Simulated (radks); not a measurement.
The numbers below are computed, except where a source is named.
Initial-state core-level shifts of neutral phosphorus when its valence configuration changes from [Ne] 3s2 3p3. Code: a radial shooting solver on a logarithmic mesh with Libxc functionals. Model: scalar-relativistic Kohn-Sham, r2SCAN, spin-polarised, spherical densities, finite nucleus; open shells are filled with parallel spins first; meta-GGA in the generalised Kohn-Sham scheme; Fermi nuclear charge, rms radius 3.1889 fm. Shifts are changes of the shell-averaged eigenvalues in eV (positive: less bound); the change of the density at the nucleus, which sets a Mossbauer isomer shift, is in e/bohr^3, on a base of 2390.

| valence | 1s | 2s | 2p | density at nucleus |
|---|---|---|---|---|
| 3s1 3p4 | -1.912 | -1.841 | -1.837 | -6.4913 |
| 3p5 | -4.038 | -3.817 | -3.823 | -13.6109 |
| 3s1.5 3p3.5 | -0.916 | -0.884 | -0.882 | -3.3754 |
| 3s0.5 3p4.5 | -3.050 | -2.894 | -2.896 | -10.0459 |
